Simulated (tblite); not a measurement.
CH₈O₂Si₃.
Numbering: `[SiH3:1][O:2][Si@@H:3]1[CH2:4][SiH2:5][O:6]1` (hydrogens: H7, H8, H9 on Si1; H10 on Si3; H11, H12 on C4; H13, H14 on Si5)

A start from a force field or distance geometry was refined with tblite, GFN2-xTB geometry optimisation, gas phase. Values at the start:

| coordinate | start |
| --- | --- |
| Si1–O2 | 1.662 Å |
| Si1–H7 | 1.485 Å |
| O2–Si3 | 1.626 Å |
| Si3–C4 | 1.881 Å |
| Si3–O6 | 1.672 Å |
| Si3–H10 | 1.487 Å |
| C4–Si5 | 1.867 Å |
| C4–H11 | 1.098 Å |
| C4–H12 | 1.100 Å |
| Si5–O6 | 1.664 Å |
| Si5–H13 | 1.490 Å |
| Si5–H14 | 1.487 Å |
| Si1–O2–Si3 | 139.8° |
| O2–Si3–C4 | 116.2° |
| O2–Si3–O6 | 111.7° |
| Si3–C4–Si5 | 80.2° |
| Si3–O6–Si5 | 92.7° |
| C4–Si3–O6 | 88.9° |
| C4–Si5–O6 | 89.7° |

Task: How do these coordinates change at the GFN2-xTB level?

Result: 
| coordinate | GFN2-xTB (Å or °) | change |
| --- | --- | --- |
| C4–Si5 | 1.916 | +0.049 |
| Si3–H10 | 1.447 | -0.040 |
| Si1–O2 | 1.625 | -0.037 |
| Si5–H13 | 1.455 | -0.035 |
| Si5–H14 | 1.457 | -0.030 |
| Si3–C4 | 1.909 | +0.028 |
| Si1–H7 | 1.460 | -0.025 |
| C4–H12 | 1.085 | -0.015 |
| O2–Si3 | 1.612 | -0.014 |
| C4–H11 | 1.086 | -0.012 |
| Si3–O6 | 1.662 | -0.010 |
| Si5–O6 | 1.662 | -0.002 |
| Si3–O6–Si5 | 99.7 | +7.0 |
| Si1–O2–Si3 | 146.0 | +6.2 |
| Si3–C4–Si5 | 83.3 | +3.1 |
| C4–Si5–O6 | 88.4 | -1.3 |
| O2–Si3–C4 | 115.5 | -0.7 |
| O2–Si3–O6 | 111.0 | -0.7 |
| C4–Si3–O6 | 88.6 | -0.3 |

The energy falls by 0.382 eV over 103 L-BFGS steps, the largest force on an atom goes from 2.01 to 0.007 eV/Å, and the atoms move by 0.877 Å rms after alignment. The bond that changes most is C4–Si5 (sp3 carbon bound to silicon to oxygen-bound silicon), which lengthens by 0.049 Å. Bonds longer at the end by more than 0.005 Å: 2 of 14; shorter: 11. Among the dihedrals that turn most is Si1–O2–Si3–C4, from 177° to 58°. Rotational constants go from 6259, 936.4, 871.6 to 3872, 1132, 1073 MHz.

Its GFN2-xTB frequencies are all real (lowest 16 cm⁻¹). One conformer, not necessarily the lowest. 3 starts were optimised and ended at 0.00, 0.01 and 0.10 kcal/mol (GFN2-xTB); the lowest of these is shown.

All values are computed, not measured.
